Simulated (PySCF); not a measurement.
Vertical excitations of a molecule C4H4F2 from TDDFT-PBE/def2-SVPD (PySCF), as energy in eV (oscillator strength): 5.39 (0.482), 5.59 (0.000), 6.34 (0.118), 6.49 (0.000), 6.64 (0.022), 6.93 (0.000), 7.52 (0.000), 7.58 (0.000), 7.63 (0.014), 7.67 (0.006). Lowest triplet (TDA): 3.12 eV. Geometry optimised at PBE0-D3(BJ)/def2-SVP. Other conformers were not sampled.

### Question
Which molecule gave these data?
A) C#CCC(F)F
B) C=C/C(F)=C/F
C) F[C@@H]1C=C[C@H]1F
D) CC=C=C(F)F

### Answer
B, C=C/C(F)=C/F
